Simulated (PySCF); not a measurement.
Excitations are Tamm–Dancoff values on a coarser integration grid. The basis has no diffuse functions, so Rydberg states are missing or too high.

Z-matrix (Å, degrees):
```
B
Br 1 1.8964
Br 1 1.8964 2 120.00
Br 1 1.8964 2 120.00 3 179.99
```
Charge 0, spin multiplicity 1.

Task: What is the computed LUMO, S1–T1 gap (TDA) and brightest of the four lowest singlets (TDA) (PBE0-D4/def2-TZVP in PySCF 2.14.0)?

Result: 
The LUMO is -2.10 eV, the S1–T1 gap (TDA) is 0.17 eV and the brightest of the four lowest singlets (TDA) comes out as 6.03 eV.
